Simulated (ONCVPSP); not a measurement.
# Al: one change to an ONCV potential, before and after

* Element: aluminium (Al)
* Generator: ONCVPSP 4.0.1
* Type: optimised norm-conserving Vanderbilt (ONCV)
* Functional: PBEsol
* Relativity: scalar-relativistic
* Frozen core: [Ne]
* Valence charge: 3
* Reference configuration: 3s1.5 3p1.5
* Partial waves: 3s: rc 1.65 bohr, ncon 4, nbas 8, qcut 3.5 1/bohr, 2 projectors, debl 3.6 Ha; 3p: rc 2.75 bohr, ncon 4, nbas 8, qcut 2.4 1/bohr, 3 projectors, debl 2.8 Ha; d scattering state at 0.11 Ha: rc 2.65 bohr, ncon 5, nbas 8, qcut 3.7 1/bohr, 2 projectors, debl 1.6 Ha
* Local potential: polynomial inside 1.50 bohr (lpopt 5, dvloc0 0 Ha)
* Core correction: Teter function, fcfact 5.25, rcfact 1.2

Change: s: debl 0.65.

Cutoffs: the cutoffs (Ha) at which the residual kinetic energy of the hardest occupied pseudo-wave falls to 1 and 0.1 mHa per electron; they do not see the model core or the augmentation charge, which bear on the density cutoff. Errors are all-electron minus pseudo energies relative to the spin-unpolarised reference configuration.

**Question.** Predict the effect on cutoff, ghosts and configuration errors.

**Answer.** The potential gets neither clearly harder nor softer (5.5 Ha and 12 Ha → 5.5 Ha and 12 Ha); of the 4 tests that both files solve, the error grows in 1 and shrinks in 0 by more than 15 % and 0.3 meV (median size 1.3 → 1.4 meV); the range in which the s phases agree narrows (upper end 4.1 → 1.7); neither file shows a bound ghost.

```tsv
quantity	base	changed
cutoff, loose	5.5 Ha	5.5 Ha
cutoff, tight	12 Ha	12 Ha
bound ghosts	none	none
GHOST(+) flags under 300 eV	d at 12.8 eV, s at 118.1 eV	d at 12.8 eV, s at 56.3 eV
error for 3s2 3p1, meV [ΔE -2.54 eV]	-0.2	-0.2
error for 3s2 3p0, meV [ΔE 3.20 eV]	-1.6	-1.7
error for 3s1 3p0, meV [ΔE 22.37 eV]	-6.3	-7.4
error for 3s1 3p1, meV [ΔE 8.99 eV]	-0.9	-1.1
s: phases at 1.68 bohr within 0.05 rad from the reference energy up to (Ha; the scan ends near 5)	4.1	1.7
p: phases at 2.79 bohr within 0.05 rad from the reference energy up to (Ha; the scan ends near 5)	to the end of the scan	to the end of the scan
d: phases at 2.69 bohr within 0.05 rad from the reference energy up to (Ha; the scan ends near 5)	0.4	0.4
rms error of d²Exc/dni dnj with the model core, mHa	0.10	0.10
```

Base: The cutoffs count occupied waves only; projector 2 of the s channel, the hardest unoccupied one, needs 71 Ha at the loose tolerance. Changed file: The cutoffs count occupied waves only; projector 2 of the d channel, the hardest unoccupied one, needs 21 Ha at the loose tolerance.
